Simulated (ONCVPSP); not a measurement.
# What one change does to a pseudopotential (K (Z = 19), ONCV)

```json
{
 "Element": "potassium (K)",
 "Generator": "ONCVPSP 4.0.1",
 "Type": "optimised norm-conserving Vanderbilt (ONCV)",
 "Functional": "PBEsol",
 "Relativity": "scalar-relativistic",
 "Frozen core": "[Ne]",
 "Valence charge": "9",
 "Reference configuration": "3s2 3p6 (charge +1)",
 "Partial waves": "3s: rc 1.65 bohr, ncon 5, nbas 8, qcut 8.4 1/bohr, 1 projector; 3p: rc 1.25 bohr, ncon 4, nbas 8, qcut 6.8 1/bohr, 2 projectors, debl 3.1 Ha; d scattering state at 0.06 Ha: rc 1.65 bohr, ncon 3, nbas 6, qcut 4.9 1/bohr, 2 projectors, debl 2.2 Ha",
 "Local potential": "polynomial inside 0.90 bohr (lpopt 3, dvloc0 0 Ha)",
 "Core correction": "polynomial model core, fcfact 0.25"
}
```

In the d channel the program set the typed energies aside and used 0.050, 2.250 Ha.

All-electron outer shells of the reference configuration (PBEsol, scalar-relativistic, ld1.x):

```json
{"shell": "3p", "level (eV)": "-24.83", "outermost node (bohr)": "0.45", "outermost maximum (bohr)": "1.15"}
```

Change: s: nproj 2. In the s channel the program set the typed energies aside and used -1.519, 0.250 Ha. In the d channel the program set the typed energies aside and used 0.050, 2.250 Ha.

Cutoffs: the cutoffs (Ha) at which the residual kinetic energy of the hardest occupied pseudo-wave falls to 1 and 0.1 mHa per electron; they do not see the model core or the augmentation charge, which bear on the density cutoff. Errors are all-electron minus pseudo energies relative to the spin-unpolarised reference configuration.

Question: How do hardness, ghosts and transferability respond?

Answer: The potential gets neither clearly harder nor softer (24 Ha and 43 Ha → 24 Ha and 43 Ha); of the 4 tests that both files solve, the error grows in 0 and shrinks in 3 by more than 15 % and 0.3 meV (median size 17.5 → 0.1 meV); the range in which the s phases agree widens (upper end 0.9 → at the end of the scan); neither file shows a bound ghost.

| quantity | base | changed |
| --- | --- | --- |
| cutoff, loose | 24 Ha | 24 Ha |
| cutoff, tight | 43 Ha | 43 Ha |
| bound ghosts | none | none |
| GHOST(+) flags under 300 eV | none | none |
| error for 3s2 3p6 4s1, meV [ΔE -4.22 eV] | +21 | +0.1 |
| error for 3s2 3p6 4s0.5, meV [ΔE -2.60 eV] | +14 | +0.1 |
| error for 3s2 3p6 4p1, meV [ΔE -2.70 eV] | +0.1 | +0.1 |
| error for 3s1 3p6 4s1, meV [ΔE 37.68 eV] | +87 | +2.4 |
| s: phases at 1.67 bohr within 0.05 rad from the reference energy up to (Ha; the scan ends near 5) | 0.9 | to the end of the scan |
| p: phases at 1.27 bohr within 0.05 rad from the reference energy up to (Ha; the scan ends near 5) | to the end of the scan | to the end of the scan |
| d: phases at 1.67 bohr within 0.05 rad from the reference energy up to (Ha; the scan ends near 5) | 3.2 | 3.2 |
| rms error of d²Exc/dni dnj with the model core, mHa | 0.55 | 0.55 |
